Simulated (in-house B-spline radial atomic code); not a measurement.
Results of a calculation; reference values are marked as such.
Two electrons in Si: a parabolic dot with ħω = 3.58 meV in all three directions with a doubly ionised double donor at its centre

For Si the NSM archive of the Ioffe Institute lists m_l = 0.98 m0, m_t = 0.19 m0 and ε = 11.7; the model takes one isotropic valley with the conductivity mass 3/(1/m_l + 2/m_t) = 0.26 m0, and so misses anisotropy and the other valleys. All triplets below are those of one valley; with several valleys two electrons can form a triplet in the 1s orbital itself, at an energy set by the valley splitting. Real donors also feel a central-cell potential, which shifts the ground state; some double donors stay shallow and helium-like, others are deep centres that this model can't describe.

Effective-mass model with parabolic bands, a uniform dielectric constant, no image charges, no central-cell or spin-orbit terms. Two-electron levels come from full CI in B-splines with partial waves to l = 5 (up to 0.001 effective hartree above the limit).

**Question.** What are the effective units, and what is the potential in them?

**Answer.** Ha* = 27211.386 meV × 0.26/11.7² = 51.68 meV and a* = 0.0529177 nm × 11.7/0.26 = 2.381 nm. The frequency is ω = 0.0692 Ha*, with −2/r added.

In these units the lowest s and p orbitals lie at -1.9982 and -0.4828, and their Coulomb and exchange integrals are J_ss = 1.2514, J_sp = 0.5002 and K_sp = 0.03652. Full CI gives -2.8978 for the ground singlet, -2.0867 for the sp triplet, -2.0701 for the sp singlet and -2.1295 for the lowest triplet of two s orbitals.

**Question.** What does it cost to add the second electron, to first order and exactly?

**Answer.** To first order E = 2ε_s + J_ss = -2.7450, so the charging energy E(2) − 2E(1) is J_ss = 64.68 meV. CI gives -2.8978 − 2 × (-1.9982) = 1.0986, or 56.78 meV: relaxation and correlation lower it by 7.899 meV, 12.2 % of J_ss. The s² configuration of one-electron orbitals holds 92.7 % of the state, and the mean radius is 2.21 nm.

**Question.** How far above the singlet do the triplets lie?

**Answer.** To first order the sp triplet lies at ε_s + ε_p + J_sp − K_sp = -2.0173, which is 37.61 meV above 2ε_s + J_ss. CI gives -2.0867 − (-2.8978) = 0.8111, or 41.92 meV, 54 % of the orbital spacing of 78.32 meV. The ss triplet lies 39.71 meV up, so the lower of the two is the ss one, and its gap equals k_BT at 461 K. The sp singlet-triplet splitting is 0.8593 meV, against 2K_sp = 3.775 meV.
